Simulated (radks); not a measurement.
Mn2+, configuration [Ar] 3d4 4s1 (not the ground configuration).

All-electron calculation, Dirac Kohn-Sham, PBEsol, spin-unpolarised, spherical densities, finite nucleus; open shells are shared between the two j in proportion to 2j + 1; Fermi nuclear charge, rms radius 3.7057 fm. Program: a radial shooting solver on a logarithmic mesh with Libxc functionals.

Energy parts (eV):
part                      energy
total                 -31457.766
kinetic                31858.960
electron-nucleus      -74633.680
Hartree                12680.062
exchange-correlation   -1363.107

Orbitals (lengths in bohr, moments of r in powers of bohr; <r^-3> diverges for s and p1/2; r(90%) holds 90 % of the orbital's charge):
| orbital | occ. | eigenvalue (eV) | <r^-3> | <r> | <r^2> | r(90%) |
|---|---|---|---|---|---|---|
| 1s1/2 | 2 | -6446.526 | - | 0.06094 | 0.004995 | 0.109 |
| 2s1/2 | 2 | -768.6470 | - | 0.2795 | 0.09234 | 0.434 |
| 2p1/2 | 2 | -662.2266 | - | 0.2453 | 0.07409 | 0.403 |
| 2p3/2 | 4 | -651.8171 | 408.5 | 0.2482 | 0.07575 | 0.407 |
| 3s1/2 | 2 | -110.3105 | - | 0.8454 | 0.8239 | 1.26 |
| 3p1/2 | 2 | -79.8108 | - | 0.8860 | 0.9228 | 1.36 |
| 3p3/2 | 4 | -78.5052 | 51.57 | 0.8945 | 0.9406 | 1.37 |
| 3d3/2 | 1.6 | -30.3006 | 4.717 | 1.067 | 1.445 | 1.80 |
| 3d5/2 | 2.4 | -30.1627 | 4.644 | 1.071 | 1.455 | 1.81 |
| 4s1/2 | 1 | -21.5479 | - | 2.482 | 6.970 | 3.63 |

The highest occupied level is 4s1/2 at -21.548 eV. The electron density at the nucleus is 1.314e+04 e/bohr^3. Summed over all electrons, <r^2> = 20.68 bohr^2, which gives a Langevin (diamagnetic) susceptibility term of -16.4 x 10^-6 cm^3/mol.
